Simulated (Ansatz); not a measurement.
Geometry optimisation, Ansatz, RKS revPBE-D4/def2-SVP.

Input file:

```yaml
crystal:
  periodic: [false, false, false]
  atoms:
    - { symbol: Ti, position_ang: [-1.500374, -1.025169, 0.30995] }
    - { symbol: C, position_ang: [1.497173, 0.978602, -0.340457] }
    - { symbol: F, position_ang: [-0.255287, -1.539658, -0.801693] }
    - { symbol: F, position_ang: [-1.720596, -2.188647, 1.587023] }
    - { symbol: F, position_ang: [-2.995591, -0.699263, -0.523476] }
    - { symbol: H, position_ang: [0.641574, 1.075338, 0.329276] }
    - { symbol: H, position_ang: [-1.027161, 0.571978, 1.147837] }
    - { symbol: H, position_ang: [2.173245, 1.84576, -0.214161] }
    - { symbol: H, position_ang: [1.143419, 0.935685, -1.388237] }
    - { symbol: H, position_ang: [2.043597, 0.045374, -0.106161] }
basis:
  gaussian: { orbitals: def2-SVP }
hamiltonian:
  xc: revpbe
  dispersion: d4
relax:
  f_tol: 0.03
  max_steps: 50
```

Command:

```bash
$ ansatz run input.yaml --threads 2 --pin off --max-ram 3072MiB --backend cpu --events-out ev --progress --plain --runs-dir out
```

**Question.** Where does it end, and by what steps?

**Answer.** It converged. The force dipped under the threshold on the way, but the program's further checks kept it going. After 26 steps the energy has fallen by 0.260 eV; F5 moved furthest, 1.37 Å.

```json
{"step": "0", "energy less start (eV)": "0.0000", "largest force component (eV/Å)": "1.205", "accepted": "yes"}
{"step": "1", "energy less start (eV)": "-0.1231", "largest force component (eV/Å)": "0.903", "accepted": "yes"}
{"step": "2", "energy less start (eV)": "-0.1934", "largest force component (eV/Å)": "0.138", "accepted": "yes"}
{"step": "3", "energy less start (eV)": "-0.1805", "largest force component (eV/Å)": "0.568", "accepted": "no"}
{"step": "4", "energy less start (eV)": "-0.2006", "largest force component (eV/Å)": "0.045", "accepted": "yes"}
{"step": "5", "energy less start (eV)": "-0.2034", "largest force component (eV/Å)": "0.071", "accepted": "yes"}
{"step": "6", "energy less start (eV)": "-0.2045", "largest force component (eV/Å)": "0.085", "accepted": "yes"}
{"step": "7", "energy less start (eV)": "-0.2051", "largest force component (eV/Å)": "0.014", "accepted": "yes"}
{"step": "8", "energy less start (eV)": "-0.2053", "largest force component (eV/Å)": "0.011", "accepted": "yes"}
{"step": "9", "energy less start (eV)": "-0.2055", "largest force component (eV/Å)": "0.023", "accepted": "yes"}
{"step": "10", "energy less start (eV)": "-0.2056", "largest force component (eV/Å)": "0.067", "accepted": "yes"}
{"step": "11", "energy less start (eV)": "-0.2061", "largest force component (eV/Å)": "0.059", "accepted": "yes"}
{"step": "12", "energy less start (eV)": "-0.2068", "largest force component (eV/Å)": "0.119", "accepted": "yes"}
{"step": "13", "energy less start (eV)": "-0.2078", "largest force component (eV/Å)": "0.105", "accepted": "yes"}
{"step": "14", "energy less start (eV)": "-0.2089", "largest force component (eV/Å)": "0.195", "accepted": "yes"}
{"step": "15", "energy less start (eV)": "-0.2116", "largest force component (eV/Å)": "0.122", "accepted": "yes"}
{"step": "16", "energy less start (eV)": "-0.2160", "largest force component (eV/Å)": "0.086", "accepted": "yes"}
{"step": "17", "energy less start (eV)": "-0.2206", "largest force component (eV/Å)": "0.188", "accepted": "yes"}
{"step": "18", "energy less start (eV)": "-0.2263", "largest force component (eV/Å)": "0.277", "accepted": "yes"}
{"step": "19", "energy less start (eV)": "-0.2371", "largest force component (eV/Å)": "0.276", "accepted": "yes"}
{"step": "20", "energy less start (eV)": "-0.2489", "largest force component (eV/Å)": "0.203", "accepted": "yes"}
{"step": "21", "energy less start (eV)": "-0.2536", "largest force component (eV/Å)": "0.129", "accepted": "yes"}
{"step": "22", "energy less start (eV)": "-0.2561", "largest force component (eV/Å)": "0.137", "accepted": "yes"}
{"step": "23", "energy less start (eV)": "-0.2578", "largest force component (eV/Å)": "0.096", "accepted": "yes"}
{"step": "24", "energy less start (eV)": "-0.2590", "largest force component (eV/Å)": "0.041", "accepted": "yes"}
{"step": "25", "energy less start (eV)": "-0.2595", "largest force component (eV/Å)": "0.034", "accepted": "yes"}
{"step": "26", "energy less start (eV)": "-0.2597", "largest force component (eV/Å)": "0.026", "accepted": "yes"}
```

```xyz
10
Properties=species:S:1:pos:R:3
Ti -1.333 -1.140 0.475
C 1.340 1.124 -0.509
F 0.181 -2.000 0.310
F -2.614 -2.216 0.968
F -1.782 -0.238 -0.955
H 1.044 1.482 0.497
H -1.156 -0.034 1.741
H 2.157 1.762 -0.896
H 0.471 1.181 -1.192
H 1.691 0.078 -0.440
```

Time of the run: 51 s on 2 threads of Intel(R) Xeon(R) Platinum 8375C CPU @ 2.90GHz (Ice Lake), on a shared host, peak memory 0.18 GiB.
